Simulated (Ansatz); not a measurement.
```yaml
atoms:
  - { symbol: O, position_ang: [0.0000, 0.0000, -0.5779] }
  - { symbol: C, position_ang: [0.0000, 1.1610, 0.1881] }
  - { symbol: C, position_ang: [0.0000, -1.1610, 0.1881] }
  - { symbol: H, position_ang: [0.0000, 2.0214, -0.4962] }
  - { symbol: H, position_ang: [-0.8952, 1.2329, 0.8396] }
  - { symbol: H, position_ang: [0.8952, 1.2329, 0.8396] }
  - { symbol: H, position_ang: [0.0000, -2.0214, -0.4962] }
  - { symbol: H, position_ang: [0.8952, -1.2329, 0.8396] }
  - { symbol: H, position_ang: [-0.8952, -1.2329, 0.8396] }
```

Basis set: def2-TZVP (spherical functions). Correlated methods keep 3 orbitals frozen. Charge 0, multiplicity 1.

Computed with Ansatz (development build ahead of 0.2.0); each method stands on the lowest determinant of its kind that the runs found. Restricted open shells among the atoms or ions are ROHF, correlated in semicanonical orbitals with singles.

The atomization energy at this shape (free ground-state atoms in the same class of orbitals less the molecule, no zero-point energy) of singlet C₂H₆O:

```json
{"method": "RHF", "atomization energy": "25.75 eV"}
```

Problem. What does RHF-MP2 give?

Solution. 33.64 eV.
